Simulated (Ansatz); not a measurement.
Relaxation of W₃O₅ with RKS r2SCAN-D4/def2-SVP.

```sh
$ ansatz run in.yaml --threads 4 --pin off --events-out ev --progress --plain --max-ram 4787MiB
```

```yaml
crystal:
  periodic: [false, false, false]
  atoms:
    - {symbol: W, position_ang: [0.102400, 1.341440, 0.473580]}
    - {symbol: W, position_ang: [-0.561130, -1.077690, 1.356690]}
    - {symbol: W, position_ang: [0.232730, -0.789950, -1.165430]}
    - {symbol: O, position_ang: [0.365730, 0.388900, 2.109340]}
    - {symbol: O, position_ang: [1.282690, 0.739580, -0.859220]}
    - {symbol: O, position_ang: [-0.860010, -1.053280, -2.441830]}
    - {symbol: O, position_ang: [-1.080620, 2.555610, 0.336360]}
    - {symbol: O, position_ang: [0.518220, -2.104620, 0.190510]}
basis:
  gaussian: {orbitals: def2-SVP}
hamiltonian: {xc: r2scan, dispersion: d4}
scf: {lower_state_search: "off"}
output: {orbitals: {seedname: orbitals}}
relax: {f_tol: 0.02, max_steps: 100}
```

Run time 23 s (4 threads of AMD EPYC 9R45 on a shared host).

Positions (Å) and forces (eV/Å) at steps 1, 2, 3, 4, 5, 6, 7, 8, 10 of 10:

```xyz
8
step=1 energy=-15708.1636 eV
W     0.102    1.341    0.474   -0.792   -1.175    0.451
W    -0.561   -1.078    1.357    1.546    1.512   -1.855
W     0.233   -0.790   -1.165   -0.848   -0.159    1.189
O     0.366    0.389    2.109   -0.209   -0.932    1.749
O     1.283    0.740   -0.859    1.763    1.264   -1.525
O    -0.860   -1.053   -2.442   -0.613    0.026   -1.028
O    -1.081    2.556    0.336   -0.670    0.941   -0.334
O     0.518   -2.105    0.191   -0.177   -1.477    1.353
8
step=2 energy=-15707.7924 eV rejected
W     0.003    1.274    0.505    1.358    4.196   -1.318
W    -0.455   -0.971    1.226   -2.292   -3.612    4.526
W     0.129   -0.809   -1.098    1.612    0.321   -4.336
O     0.361    0.412    2.236    0.051   -0.907   -0.488
O     1.206    0.787   -0.926    0.247   -0.046    0.067
O    -0.766   -1.153   -2.552   -0.504    0.360    0.934
O    -1.001    2.694    0.409   -0.421   -1.018   -0.137
O     0.522   -2.233    0.200   -0.050    0.705    0.753
8
step=3 energy=-15708.6239 eV
W     0.079    1.301    0.484   -0.004    0.616   -0.384
W    -0.523   -1.022    1.287    0.115   -0.214    0.286
W     0.206   -0.791   -1.124    0.032    0.232   -0.705
O     0.364    0.388    2.180   -0.086   -0.896    0.692
O     1.285    0.775   -0.905    0.780    0.519   -0.626
O    -0.855   -1.042   -2.452   -0.365    0.143   -0.115
O    -1.075    2.563    0.322   -0.357    0.050   -0.192
O     0.520   -2.172    0.209   -0.115   -0.451    1.044
8
step=4 energy=-15708.7323 eV
W     0.104    1.296    0.483   -0.223    0.674   -0.609
W    -0.521   -1.012    1.274    0.058   -0.259    0.339
W     0.231   -0.786   -1.119   -0.202    0.410   -0.829
O     0.360    0.374    2.202   -0.061   -0.717    0.466
O     1.324    0.790   -0.921    0.438    0.282   -0.340
O    -0.902   -0.969   -2.408    0.030    0.110    0.210
O    -1.113    2.498    0.260    0.050   -0.226   -0.052
O     0.517   -2.190    0.228   -0.090   -0.274    0.813
8
step=5 energy=-15708.7720 eV
W     0.120    1.293    0.447    1.008   -0.481    0.742
W    -0.521   -1.006    1.266   -0.206    0.060   -0.088
W     0.245   -0.749   -1.124    1.007   -0.520    0.713
O     0.357    0.307    2.255    0.036    0.161   -0.568
O     1.389    0.838   -0.979   -0.705   -0.235    0.253
O    -0.952   -0.849   -2.333   -0.567    0.044   -0.538
O    -1.150    2.392    0.161   -0.593    0.464   -0.214
O     0.512   -2.225    0.306    0.019    0.508   -0.301
8
step=6 energy=-15708.8235 eV
W     0.126    1.294    0.468    0.026   -0.088   -0.125
W    -0.530   -1.010    1.270    0.073    0.060   -0.073
W     0.252   -0.769   -1.120    0.011    0.147    0.051
O     0.360    0.332    2.223    0.006   -0.190    0.086
O     1.364    0.816   -0.952   -0.042    0.032   -0.046
O    -0.943   -0.878   -2.349   -0.033    0.012   -0.070
O    -1.144    2.416    0.185   -0.037    0.063   -0.032
O     0.515   -2.201    0.274   -0.004   -0.036    0.208
8
step=7 energy=-15708.8298 eV
W     0.126    1.294    0.467   -0.036   -0.041    0.024
W    -0.540   -1.006    1.264   -0.009   -0.009    0.010
W     0.252   -0.768   -1.120   -0.037   -0.016    0.043
O     0.368    0.305    2.228    0.005    0.004   -0.047
O     1.346    0.827   -0.968    0.062    0.020   -0.021
O    -0.935   -0.880   -2.359    0.006    0.013    0.014
O    -1.137    2.427    0.186    0.008   -0.017   -0.008
O     0.521   -2.198    0.302    0.001    0.045   -0.015
8
step=8 energy=-15708.8298 eV
W     0.128    1.289    0.465   -0.028    0.060   -0.002
W    -0.543   -1.004    1.261   -0.027   -0.053    0.064
W     0.254   -0.765   -1.115   -0.024   -0.015   -0.061
O     0.370    0.304    2.226    0.010    0.003    0.009
O     1.356    0.826   -0.966    0.035    0.007   -0.007
O    -0.944   -0.863   -2.346    0.012   -0.009   -0.011
O    -1.144    2.408    0.172    0.010    0.015    0.007
O     0.522   -2.196    0.303    0.011   -0.008    0.000
8
step=10 energy=-15708.8304 eV
W     0.124    1.291    0.466   -0.005   -0.010    0.001
W    -0.542   -1.007    1.265    0.000   -0.001   -0.001
W     0.250   -0.767   -1.117   -0.008    0.000    0.010
O     0.371    0.304    2.225   -0.002    0.001   -0.002
O     1.353    0.824   -0.963    0.013    0.009   -0.011
O    -0.940   -0.869   -2.354    0.002   -0.003   -0.001
O    -1.141    2.418    0.176    0.001    0.002    0.004
O     0.524   -2.195    0.302   -0.001    0.003    0.000
```

In the def2 sets W takes a core potential; there is no spin–orbit coupling. The restricted singlet is unstable towards broken spin symmetry at other levels; at r2SCAN-D4/def2-SVP this wasn't settled. At r2SCAN-D4/def2-SVP a triplet of charge 0 lies 0.13 eV below the restricted singlet, each at its own geometry. The structure comes from a short search, and lower isomers may exist.
